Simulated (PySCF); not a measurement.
Magnetic shielding above rings: a mixed set.

Probes without a nucleus sit at each ring's centroid and 1 Å off its mean plane on both sides; NICS is minus the shielding there, NICSzz its component along the normal. Level: GIAO PBE0/pcSseg-1 (PySCF, non-relativistic, gas phase) on the GFN2-xTB geometries, one conformer each. Atom numbers follow the mapped SMILES.

Question: Order these rings by mean NICS(1)zz, lowest (most negative) first (ppm).
A. ring Si5–C6–C7–C8 in `[SiH3:1][S:2][CH2:3][O:4][SiH:5]1[CH2:6][CH2:7][CH2:8]1`
B. ring C3–O4–C5–C7–P8 in `[CH:1]#[C:2][c:3]1[o:4][c:5]([CH3:6])[cH:7][p:8]1`
C. ring S2–C3–C4–C5–C6 in `[O:1]=[S@:2]1[CH:3]=[CH:4][CH2:5][CH2:6]1`
D. ring C4–C5–C6–C7–C8–C9 in `[O:1]=[C:2]=[N:3][c:4]1[cH:5][cH:6][cH:7][cH:8][cH:9]1`
E. ring C2–C3–C4–P5–C6–N8 in `[CH3:1][c:2]1[cH:3][cH:4][p:5][c:6]([SiH3:7])[n:8]1`
F. ring C2–C3–O4–C5–C7–O8 in `[F:1][C:2]1=[CH:3][O:4][C:5]([F:6])=[CH:7][O:8]1`
G. ring C3–C4–C6–C7–C8–C9 in `[CH2:1]=[CH:2][c:3]1[c:4]([CH3:5])[cH:6][cH:7][cH:8][c:9]1[C:10](=[O:11])[F:12]`

Answer: D (-27.6), G (-26.0), E (-24.7), B (-23.4), C (-2.9), A (3.3), F (16.9).

| SMILES | ring | NICS(0) | NICS(1) | NICS(1)zz | HOMA | rms pucker (Å) | ring atoms with four or more neighbours |
| --- | --- | --- | --- | --- | --- | --- | --- |
| O=C=Nc1ccccc1 | 6-membered carbocycle; formal bonds all aromatic | -9.1 | -11.0 | -27.6 | 0.99 | 0.00 | 0 |
| C=Cc1c(C)cccc1C(=O)F | 6-membered carbocycle; formal bonds all aromatic | -8.2 | -10.8 | -26.0 | 0.98 | 0.01 | 0 |
| Cc1ccpc([SiH3])n1 | 6-membered ring with N and P; formal bonds all aromatic | -5.6 | -10.2 | -24.7 | 0.88 | 0.00 | 0 |
| C#Cc1oc(C)cp1 | 5-membered ring with O and P; formal bonds all aromatic | -11.1 | -10.5 | -23.4 | 0.44 | 0.00 | 0 |
| O=[S@]1C=CCC1 | 5-membered ring with S; formal bonds 1 double, 4 single | -3.1 | -3.2 | -2.9 | – | 0.11 | 2 |
| [SiH3]SCO[SiH]1CCC1 | 4-membered ring with Si; formal bonds all single | -0.4 | -1.3 | 3.3 | – | 0.10 | 4 |
| FC1=COC(F)=CO1 | 6-membered ring with 2 O; formal bonds 2 double, 4 single | 4.1 | 3.7 | 16.9 | -0.80 | 0.00 | 0 |

NICS(0) gives another order. The isotropic NICS(1) gives another order. Over the 5 rings with a HOMA value its correlation coefficient with NICS(1)zz is -0.97. HOMA uses Krygowski's 1993 parameters; it is left out where a ring has a four-coordinate atom, a triple bond, no multiple bond or a kind of bond without parameters. NICS(1) and NICS(1)zz are means over the two faces.
